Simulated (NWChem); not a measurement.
System: C3H2BF3; SMILES C#C[C@@H](F)B(F)F

Input file for NWChem:

```
start job
memory heap 200 mb stack 900 mb global 1100 mb
geometry units angstroms noautoz
  C      1.106804    -2.316853     0.547613
  C      0.413415    -1.472721     0.033284
  C     -0.400513    -0.414462    -0.561658
  F     -1.748548    -0.566525    -0.216814
  B      0.130096     0.996257    -0.055432
  F      1.287609     1.457718    -0.497807
  F     -0.556751     1.722084     0.801576
  H      1.715085    -3.070482     0.994745
  H     -0.328429    -0.471526    -1.658173
end
basis spherical
  * library def2-tzvp
end
dft
  xc xcamb88 1.00 lyp 0.81 vwn_5 0.19 hfexch 1.00
  cam 0.33 cam_alpha 0.19 cam_beta 0.46
  iterations 150
  semidirect filesize 400000000
  mulliken
end
task dft energy
```

The geometry was optimised at B3LYP/6-31G* (spherical d).

Task: Give the results of this calculation. (CAM-B3LYP/def2-TZVP.) Quantities: energy (Ha); highest occupied level (eV); orbital gap (eV); dipole (D).

Result: 
```json
{
  "energy (Ha)": "-439.99",
  "highest occupied level (eV)": "-9.72",
  "orbital gap (eV)": "10.10",
  "dipole (D)": "1.82"
}
```
